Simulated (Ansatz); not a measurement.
Program: Ansatz. Geometries: PBE0-D4/def2-TZVP. ΔE: electronic, gas phase. CCSD(T)/CBS adds triple-zeta CCSD(T) − MP2 to the extrapolated MP2 energy (def2 sets, frozen cores). This one scheme is used for every species. Functionals use def2-TZVPP. B3LYP here is the variant with VWN-RPA as its local correlation; programs differ in this. HSE06 is defined as in plane-wave codes. Elements past krypton have def2 core potentials. For Te outer-core shells are correlated without core-valence functions, which leaves a few kJ/mol of doubt a bond. One conformer a species, not always the lowest.

Consider the formal exchange of groups at a Te–C bond: `C=C[Te][SiH3]` + `CC` → `CC[Te][SiH3]` + `C=C`.

| level | ΔE (kJ/mol) | difference from CCSD(T)/CBS |
| --- | --- | --- |
| LDA (SPW92) | 8.5 | 6.8 |
| PBE-D4 | 7.7 | 6.0 |
| revPBE-D4 | 7.0 | 5.3 |
| BLYP-D4 | 6.6 | 4.9 |
| r2SCAN-D4 | 7.1 | 5.4 |
| B97M-V | 8.3 | 6.6 |
| PBE0-D4 | 6.1 | 4.4 |
| B3LYP-D4 | 5.6 | 3.9 |
| r2SCANh-D4 | 6.5 | 4.8 |
| r2SCAN0-D4 | 5.7 | 4.0 |
| HSE06-D4 | 6.3 | 4.6 |
| BHLYP-D4 | 4.1 | 2.4 |
| ωB97X-V | 4.7 | 3.0 |
| B2PLYP | 6.1 | 4.4 |
| PBE-QIDH | 5.7 | 4.0 |
| r2SCAN | 7.3 | 5.6 |
| PBE0 | 6.9 | 5.2 |
| B3LYP | 6.9 | 5.2 |
| r2SCANh | 6.7 | 5.0 |
| r2SCAN0 | 6.0 | 4.3 |
| HSE06 | 7.0 | 5.3 |
| BHLYP | 5.1 | 3.4 |
| CAM-B3LYP | 6.2 | 4.5 |
| LC-ωPBE | 7.0 | 5.3 |
| RPA@PBE/def2-TZVPP | 2.8 | 1.1 |
| HF/def2-SVP | 3.4 | 1.7 |
| MP2/def2-SVP | 6.7 | 5.0 |
| CCSD/def2-SVP | 4.5 | 2.8 |
| CCSD(T)/def2-SVP | 5.0 | 3.3 |
| HF/def2-TZVPP | 2.8 | 1.1 |
| MP2/def2-TZVPP | 5.1 | 3.4 |
| SCS-MP2/def2-TZVPP | 4.8 | 3.1 |
| CCSD/def2-TZVPP | 3.2 | 1.5 |
| CCSD(T)/def2-TZVPP | 3.6 | 1.9 |
| HF/def2-QZVPP | 2.9 | 1.2 |
| MP2/def2-QZVPP | 4.0 | 2.3 |
| SCS-MP2/def2-QZVPP | 3.9 | 2.2 |
| HF/CBS(def2) | 3.0 | 1.3 |
| MP2/CBS(def2) | 3.1 | 1.4 |
| CCSD/CBS(def2) | 1.2 | -0.5 |
| CCSD(T)/CBS | 1.7 | 0 |

Largest T1 diagnostic among the species: 0.011.

From BLYP to BHLYP (50 % exact exchange), in def2-TZVPP and without D4, ΔE moves by −3.3 kJ/mol. At CCSD(T), def2-SVP lies +3.3 kJ/mol from the extrapolated value and def2-TZVPP +1.9 kJ/mol.
